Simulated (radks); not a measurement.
Results of a calculation; reference values are marked as such.
Spherical quantum dot in the effective-mass picture: electrons in a well V = -V0 / (1 + exp((r - R)/a)) with V0 = 3.71, R = 13.7, a = 1.4, all in effective atomic units (hartree* = m*/eps^2 hartree, bohr* = eps/m* bohr), one dielectric constant everywhere. Level of theory: non-relativistic Kohn-Sham, LDA (Slater exchange, Perdew-Wang correlation), spin-polarised, spherical densities (a radial shooting solver with Libxc functionals). Levels are named by radial order and angular momentum (1s, 1p, 1d, 2s, ...), and open shells are averaged over m.

N = 22, configuration 1s2 1p6 1d10 1f(up 4, down 0). This is the lowest configuration that the search found (a dilute case). Occupied and some empty levels:

| level | occupation | eigenvalue (hartree*) | <r> (bohr*) |
|---|---|---|---|
| 1s up | 1 | -1.3836 | 8.689 |
| 1s down | 1 | -1.3732 | 8.652 |
| 1p up | 3 | -1.3687 | 8.820 |
| 1p down | 3 | -1.3581 | 8.797 |
| 1d up | 5 | -1.3407 | 8.992 |
| 1d down | 5 | -1.3299 | 8.980 |
| 1f up | 4 | -1.3011 | 9.173 |
| 1f down | 0 | -1.2901 | 9.170 |
| 1g up | 0 | -1.2508 | 9.352 |
| 1g down | 0 | -1.2398 | 9.355 |
| 2s up | 0 | -1.2118 | 6.202 |
| 2s down | 0 | -1.2079 | 6.145 |
| 2p up | 0 | -1.1708 | 7.046 |
| 2p down | 0 | -1.1658 | 7.008 |
| 2d up | 0 | -1.1160 | 7.636 |
| 2d down | 0 | -1.1101 | 7.609 |

Energy (hartree*): total -53.6093, kinetic 2.1301, external -77.559, Hartree 25.099, exchange-correlation -3.2790.

Electron density:

| r (bohr*) | n(r) (e/bohr*^3) |
|---|---|
| 0.363 | 0.00002135 |
| 1.27 | 0.00003294 |
| 2.19 | 0.00006885 |
| 3.10 | 0.0001615 |
| 4.01 | 0.0003805 |
| 4.92 | 0.0008515 |
| 5.83 | 0.001743 |
| 6.74 | 0.003159 |
| 7.65 | 0.004851 |
| 8.56 | 0.005922 |
| 9.48 | 0.005271 |
| 10.4 | 0.003063 |
| 11.3 | 0.001049 |
| 12.2 | 0.0001950 |
| 13.1 | 0.00001909 |
| 14.0 | 1.027e-06 |
| 14.9 | 3.351e-08 |
